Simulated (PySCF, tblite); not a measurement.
**Complex of sulfuric acid and 2 × water**

A gas-phase complex of sulfuric acid and 2 × water; neutral, singlet. The structure comes from a short search (6 tight-binding starts) and was relaxed by PBE0-D3(BJ)/def2-SVPD; another way of binding may lie lower. No frequency run checks that it is a minimum.

Parts: 1 = sulfuric acid (O=S(=O)(O)O), atoms 1–7; 2 = water (O), atoms 8–10; 3 = water (O), atoms 11–13.

```xyz
13

O    -0.965    0.466   -1.082
S    -0.207   -0.229    0.111
O    -0.121   -1.632   -0.175
O    -0.776    0.251    1.380
O     1.274    0.382    0.009
H    -1.080    1.453   -0.897
H     1.305    1.217    0.526
O     0.537    2.524    1.631
H    -0.025    1.771    1.915
H     0.940    2.915    2.410
O    -1.104    3.008   -0.522
H    -1.963    3.392   -0.328
H    -0.551    3.139    0.271
```
Atoms count from 1 in this order.

Contacts between parts, classed by geometry: H6···O11 1.599 Å (hydrogen bond, 174°); H9···O4 1.777 Å (hydrogen bond, 144°); H13···O8 1.847 Å (hydrogen bond, 153°); H7···O8 1.876 Å (hydrogen bond, 153°).

Deforming the relaxed parts to their shape here costs 5.2 kcal/mol, which the interaction energies leave out.

Interaction energies are complex less parts, with the parts frozen as they stand in it; counterpoise-corrected, in kcal/mol (PySCF).

Task: Give the interaction energy at each level run.

Result: 
```json
{"level": "wB97M-D3(BJ)/def2-SVPD", "interaction": "-30.00", "superposition error removed": "-2.54"}
{"level": "PBE0-D3(BJ)/def2-SVPD", "interaction": "-31.33", "superposition error removed": "-2.72"}
```

Task: What holds them together? Decompose the wB97M-D3(BJ)/def2-SVPD energy: frozen parts, their antisymmetrised product, then relaxation.

Result: electrostatic -53.0, Pauli repulsion +55.1, orbital relaxation -30.5, dispersion correction -4.1 kcal/mol, which sum to the value before the counterpoise correction; the Pauli term holds the exchange-correlation of the frozen density too. Of the attraction, 61 % is electrostatic, 35 % is orbital relaxation, 5 % is dispersion correction.

Task: Are the pair energies additive?

Result: The pairs sum to -27.97 kcal/mol (1–2 -13.3, 1–3 -10.7, 2–3 -4.0); the rest of -2.04 is a many-body strengthening.

The parts were also relaxed and run alone, at the levels used for the complex: shieldings by PBE0/pcSseg-1; core levels by delta-SCF with SCAN, pcX-2 on the ionised atom and pcseg-1 elsewhere, spin-free X2C.

Task: How do these values change when the complex forms?

Result: 
| property | alone | in the complex | change |
| --- | --- | --- | --- |
| O1–H6 bond (Å) | 0.969 | 1.010 | +0.041 |
| shielding of H6 (ppm) | 26.22 | 19.12 | -7.10 |
| shielding of O11 (ppm) | 335.3 | 312.9 | -22.4 |
| shielding of H9 (ppm) | 30.93 | 25.28 | -5.64 |
| shielding of O4 (ppm) | 95.1 | 93.4 | -1.7 |
| O1 1s core level (eV) | 540.81 | 539.57 | -1.24 |
| O8 1s core level (eV) | 539.76 | 540.58 | +0.83 |
| O11 1s core level (eV) | 539.76 | 540.44 | +0.68 |

Density functionals tend to overstate the lengthening and the red shift of so strongly bound an X–H bond.
